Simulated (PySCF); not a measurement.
SMILES [F][Ge]([GeH3])([F])[F] (H3F3Ge2) (CAM-B3LYP/def2-SVP optimised geometry):

```
8

F      1.796     0.777     1.394
Ge     1.090     0.058     0.000
F      1.780     0.906    -1.328
F      1.780    -1.515    -0.075
Ge    -1.320     0.058     0.000
H     -1.780     1.515     0.000
H     -1.778    -0.673     1.261
H     -1.774    -0.671    -1.264
```

Method: CAM-B3LYP/def2-TZVP (PySCF).

Question: What are the frontier orbital energies and the dipole moment?

Answer: HOMO-2 -12.24 eV, HOMO-1 -12.24 eV, HOMO -10.96 eV, LUMO 0.12 eV, LUMO+1 0.61 eV; dipole moment 4.20 D.

On the same geometry PySCF with PBE/def2-TZVP gives HOMO-2 -9.39 eV, HOMO-1 -9.37 eV, HOMO -8.26 eV, LUMO -1.81 eV, LUMO+1 -1.22 eV; dipole moment 3.88 D.

Meta-Löwdin charges at CAM-B3LYP/def2-TZVP: F1 -0.50, Ge2 1.40, F3 -0.50, F4 -0.50, Ge5 0.16, H6 -0.02, H7 -0.02, H8 -0.02.
